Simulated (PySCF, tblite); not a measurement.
Isomers of C5H5F4O (doublet state), one GFN2-xTB conformer each. Single-point energies are computed at B3LYP/pcH-1 (PySCF, gas phase, no added dispersion term), electronic only. GFN2-xTB treats the open shell by occupation alone, and not every SCF solution was tested for stability.

**Question.** Rank them by B3LYP/pcH-1 energy, lowest first (kcal/mol).
A. `[F:1][C:2]1[CH2:3][O:4][CH2:5][C@H:6]1[C:7]([F:8])([F:9])[F:10]` (doublet state) with F1–C2–C3–O4 -157°, C2–C3–O4–C5 26°, C3–O4–C5–C6 -32°, O4–C5–C6–C7 -96°
B. `[CH2:1]=[CH:2][O:3][C:4]([F:5])[CH2:6][C:7]([F:8])([F:9])[F:10]` (doublet state) with C1–C2–O3–C4 172°, C2–O3–C4–F5 14°, O3–C4–C6–C7 -71°

**Answer.** A (0.0), B (4.0).

Neighbours under 5.0 kcal/mol apart (F[C]1COC[C@H]1C(F)(F)F and C=CO[C](F)CC(F)(F)F) can change places with a better method, another conformer or zero-point energy. GFN2-xTB itself gives, in the same order: 0.0, 12.0. Both levels put the same isomer lowest.

**Question.** What happens when harmonic zero-point energies from GFN2-xTB frequencies are added?

**Answer.** 
| SMILES | ZPE (kcal/mol) | electronic (kcal/mol) | with ZPE (kcal/mol) |
| --- | --- | --- | --- |
| F[C]1COC[C@H]1C(F)(F)F | 60.0 | 0.0 | 0.0 |
| C=CO[C](F)CC(F)(F)F | 58.4 | 4.0 | 2.3 |

The zero-point energies span 1.6 kcal/mol. The order is unchanged.
